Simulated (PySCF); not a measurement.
How methods differ on the ionisation energy of Ta

Ta [Xe] 4f14 5d3 6s2 (4F) → Ta⁺ [Xe] 4f14 5d3 6s1 (5F), as a difference of total energies. Computed with PySCF 2.14 in aug-cc-pwCVTZ-PP with ECP60MDF, with scalar relativity through the core potential. Correlated levels: valence: 5s2 5p6 frozen; valence and next inner shell: nothing frozen outside the core potential. The calculations carry no spin-orbit coupling.

Question: Order these methods by the ionisation energy they give, lowest first.
A. SCS-MP2 (valence and next inner shell)
B. LC-wPBE
C. B97-3
D. UHF

Answer: D (5.736 eV), B (6.808 eV), A (7.372 eV), C (7.552 eV).

Errors of the correlated levels include the incompleteness of this basis and the frozen core.

MP2 underrates the near-degeneracy of ns² with np² in the lower species.

For comparison: 7.573 eV (measured; NIST levels, between the centres of gravity of the two terms).
